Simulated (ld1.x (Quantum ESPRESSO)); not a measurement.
## Pseudopotential generation for boron: TM semilocal, LDA (PZ), scalar-relativistic.

ld1.x (Quantum ESPRESSO) 7.5 input, shortened:

```
&input
   title='B', zed=5., rel=1, dft='PZ', iswitch=3,
   config='[He] 2s2 2p1'
 /
 &inputp
   pseudotype=1, tm=.true., lloc=1,
   nlcc=.true., new_core_ps=.true., rcore=0.75
 /
2
2S  1  0   2.00   0.00  1.20  1.20  0.0
2P  2  1   1.00   0.00  3.55  3.55  0.0
 &test
   configts(1)='2s2 2p1'
 /
```

All-electron outer shells of the reference configuration (LDA (PZ), scalar-relativistic, ld1.x):

```tsv
shell	level (eV)	outermost node (bohr)	outermost maximum (bohr)
1s	-178.66	–	0.21
2s	-9.39	0.46	1.52
2p	-3.72	–	1.55
```

Problem. Estimate the cutoffs (Ry, on a coarse ladder) from which the occupation-weighted sum of valence levels, in a spherical-Bessel basis at the reference potential, stays within 10 and 1 mRy of its value at 400 Ry.

Solution. 21 Ry and 55 Ry.

Problem. Which valence shell sets the plane-wave cutoff?

Solution. 2s: its level needs 45 Ry to come within 1 mRy, against 12 Ry for 2p.

Problem. Tests: 2s2 2p0; 2s1 2p0; 2s2 2p0.5; 2s1 2p2; 2s2 2p1.3; 2s0 2p3; 2s1 2p1. Which has the largest error in its energy relative to the reference configuration, and how large is it?

Solution. 2s1 2p0, with +447 meV (all-electron minus pseudo) on +33.63 eV.
